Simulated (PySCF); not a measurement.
**Property card for `CC#CC1[SiH2]C[SiH2]1`**

Compound: C5H10Si2.
Cartesian coordinates in Å at the GFN2-xTB level; atoms count from 1:
```
atom  x, y, z in Å
C1     3.5462    0.4558    0.0239
C2     2.1696    0.0357   -0.1521
C3     1.0339   -0.3221   -0.3053
C4    -0.3354   -0.7131   -0.4631
Si5   -1.5532    0.6372   -1.1273
C6    -2.6590    0.2624    0.3941
Si7   -1.3691   -0.9338    1.1588
H8     3.5985    1.2800    0.7363
H9     3.9643    0.7880   -0.9272
H10    4.1489   -0.3716    0.4009
H11   -0.3639   -1.6146   -1.0810
H12   -2.1478    0.3251   -2.4305
H13   -0.9861    1.9849   -1.1385
H14   -3.6050   -0.2119    0.1448
H15   -2.9015    1.1267    1.0065
H16   -1.8412   -2.3015    1.3952
H17   -0.7061   -0.4152    2.3546
```

Structural features include: alkyne, Si–H bond and C–Si bond.

GFN2-xTB geometry:

| Property | Result |
| --- | --- |
| Rotational constants A, B, C of the GFN2-xTB geometry | 3.220, 0.969, 0.810 GHz |

From PBE0/pcSseg-1 ground state and GIAO shieldings, non-relativistic (PySCF):

| Item | Value |
| --- | --- |
| Dipole moment | 0.56 D |
| HOMO energy | -6.48 eV |
| LUMO energy | -0.19 eV |
| HOMO–LUMO gap | 6.29 eV |
| Lowest Hirshfeld atomic charge | -0.26 e on C6 |
| Highest Hirshfeld atomic charge | +0.36 e on Si5/Si7 |
| 13C chemical shifts (computed TMS as zero) by class | 84.7 (C3), 80.6 (C2), 6.6 (C4), 5.4 (C1), -7.8 (C6) ppm |
| 1H chemical shifts (computed TMS as zero) by class | 5.05 (H12/H16), 4.85 (H13/H17), 2.28 (H11), 1.97 (H8/H9/H10), 0.58 (H15), 0.54 (H14) ppm |
| Isotropic shieldings of nuclei other than C and H, by class | 373 (Si5/Si7) ppm |
| Mayer bond orders between heavy atoms | C1–C2 1.23, C2–C3 2.53, C3–C4 1.09, C4–Si5 0.84, Si5–C6 0.91, C6–Si7 0.91, Si7–C4 0.84 |

Monoisotopic mass (most abundant isotopes): 126.0321 u.

The dipole equals about 1.9 × 10⁻³⁰ C·m (1 D = 3.33564 × 10⁻³⁰ C·m). With B = h/(8π²I), that is 505.379 GHz u Å² over I, the principal moments of inertia are 157.0, 521.8 and 624.2 u Å² (most abundant isotopes). The rotational constants make it an asymmetric top with κ = (2B − A − C)/(A − C) = -0.87, nearer the prolate limit (−1).

Isolated species at its GFN2-xTB geometry, gas phase.
